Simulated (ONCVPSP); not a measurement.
**Potentials for antimony (Sb) compared**

Generated with ld1.x 7.5 (TM, RRKJ, ultrasoft, PAW), atompaw 4.2 or ONCVPSP 4.0.1. The cutoff is in Ry: for ld1.x and atompaw files where the sum of valence levels is converged to 10 mRy in a Bessel basis, for ONCV files where the hardest occupied wave has 1 mHa per electron of residual kinetic energy. The error is the largest all-electron minus pseudo excitation energy over each file’s own four to seven test configurations (ionisations up to +4, promotions, holes and added fractions of an electron), all of which were solved. The labels leave out finer settings (local radius, basis sizes, second energies), which also bear on the numbers. Spin-polarised tests are not counted. The rows are a selection from randomly drawn settings: files with unsolved tests, undetermined cutoffs or missed reference levels are left out.

A true bound ghost makes a file unfit for plane-wave use even where its test errors are small: the radial tests pick states by their node count and pass the ghost by.

| potential | cutoff (Ry) | largest error (meV) | bound ghosts |
| --- | --- | --- | --- |
| ONCV, PBE, scalar-relativistic, rc 1.55/1.55/1.60 (spd), local smoothed, core correction yes, reference 4s2 4p6 4d10 5s2 5p1, qcut 6.6/8.8/8.2, projectors 2/2/2 | 61 | -6.3 | none |
| ONCV, PBE, scalar-relativistic, rc 1.40/1.55/1.25 (spd), local smoothed, core correction yes, reference 4s2 4p6 4d10 5s2 5p3, qcut 6.6/8/12.1, projectors 2/2/2 | 95 | -9.6 | none |
| ONCV, BLYP, scalar-relativistic, rc 1.50/1.55/1.60 (spd), local s, core correction yes, reference 4p6 4d10 5s2 5p3, qcut 4/11.2/11.9, projectors 0/2/2 | 86 | +4.8 | none |

**Question.** Fill in the row for Sb: ONCV, PBE, scalar-relativistic, rc 1.90/2.15/1.15 (spd), local smoothed, core correction no, reference 4d10 5s2 5p2, qcut 3.3/3.7/13.8, projectors 2/2/2.

**Answer.** cutoff 102 Ry, largest error -3.3 meV, bound ghosts: s, p.

**Question.** Fill in the row for Sb: ONCV, PBE, scalar-relativistic, rc 1.95/2.60/2.00 (spd), local smoothed, core correction yes, reference 5s2 5p3, qcut 2.7/3.7/5.2, projectors 2/2/1.

**Answer.** cutoff 47 Ry, largest error -46 meV, bound ghosts: none.
